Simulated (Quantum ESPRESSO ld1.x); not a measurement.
The osmium ion Os7+, configuration [Xe] 4f14 5d1. All-electron calculation, scalar-relativistic Kohn-Sham, relativistic LDA (MacDonald-Vosko exchange, VWN5 correlation), spin-unpolarised, spherical densities, point nucleus. Program: ld1.x of Quantum ESPRESSO 7.5. Some entries of the table are withheld. Estimate them.

| orbital | occ. | eigenvalue (eV) | <r^2> (bohr^2) |
|---|---|---|---|
| 1s | 2 | -73471.5 | 0.0004370 |
| 2s | 2 | -12893.2 | 0.006689 |
| 2p | 6 | -11257.8 | 0.005562 |
| 3s | 2 | -3077.72 | 0.04327 |
| 3p | 6 | -2596.46 | 0.04409 |
| 3d | 10 | -2056.83 | 0.03646 |
| 4s | 2 | -726.621 | 0.2117 |
| 4p | 6 | -568.355 | 0.2410 |
| 4d | 10 | -371.272 | 0.2770 |
| 5s | 2 | -187.299 | (1) |
| 4f | 14 | -151.070 | 0.3700 |
| 5p | 6 | (2) | 1.387 |
| 5d | 1 | -93.2251 | 2.152 |

Answer. 
(1) 5s <r^2> (bohr^2): 1.084
(2) 5p eigenvalue (eV): -144.743
